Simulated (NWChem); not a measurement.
C₂H₂ClF; SMILES F/C=C\Cl

```xyz
6

F      0.7307     1.6418     0.0000
C     -0.5326     1.2045     0.0000
C     -0.8623    -0.0829     0.0000
Cl     0.3080    -1.3650     0.0000
H     -1.2691     2.0021     0.0000
H     -1.8979    -0.3972     0.0000
```
Atoms are numbered in this order, from 1.

Level: B3LYP/6-31G* (spherical d) (NWChem), optimised geometry, unscaled harmonic frequencies. 

| frequency (cm⁻¹) | IR intensity (km/mol) |
|---|---|
| 198 | 1.2 |
| 457 | 7.8 |
| 657 | 24.7 |
| 759 | 39.1 |
| 812 | 17.6 |
| 890 | 0.0 |
| 1098 | 84.6 |
| 1275 | 29.7 |
| 1377 | 27.0 |
| 1740 | 58.5 |
| 3224 | 3.9 |
| 3263 | 9.3 |

```yaml
zero_point_energy: 22.5 kcal/mol
thermal correction to the enthalpy at 298.15 K (with zero-point energy): 25.6 kcal/mol
heat capacity Cv: 12.5 cal/(mol K)
entropy at 298.15 K and 1 atm (symmetry number 1): 68.0 cal/(mol K)
dipole_moment: 2.22 D
```

Rigid rotor and harmonic oscillator.
